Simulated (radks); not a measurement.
Question: The mean radii <r> (bohr) of the occupied orbitals of an atom or ion are listed with their occupations. Calculated with a radial shooting solver on a logarithmic mesh with Libxc functionals: scalar-relativistic Kohn-Sham, BLYP, spin-polarised, spherical densities, point nucleus.

orbital  occ.      <r>
1s down     1  0.01773
1s up       1  0.01773
2s up       1  0.07488
2s down     1  0.07488
2p up       3  0.06727
2p down     3  0.06727
3s up       1   0.1939
3s down     1   0.1939
3p up       3   0.1945
3p down     3   0.1945
3d up       5   0.1762
3d down     5   0.1762
4s up       1   0.4318
4s down     1   0.4318
4p up       3   0.4594
4p down     3   0.4594
4d up       5   0.4891
4d down     5   0.4889
5s up       1    1.002
5s down     1   0.9960
4f up       7   0.5566
4f down     7   0.5534
5p up       3    1.152
5p down     3    1.146
5d up       4    1.541
6f up       1    6.684

Name the element and its charge. Open shells, if any, are filled with parallel spins first.

Answer: Z = 76, osmium, charge +3: Os3+ in [Xe] 4f14 5d4 6f1. The 1s radius gives Z: for a bare nucleus <r> = (2 gamma + 1)/(2Z) with gamma = sqrt(1 - (Z/c)^2), 0.01753 bohr for Z = 76, and screening makes it slightly larger (0.01773 here). The occupations add up to 73, and the charge is Z minus that.
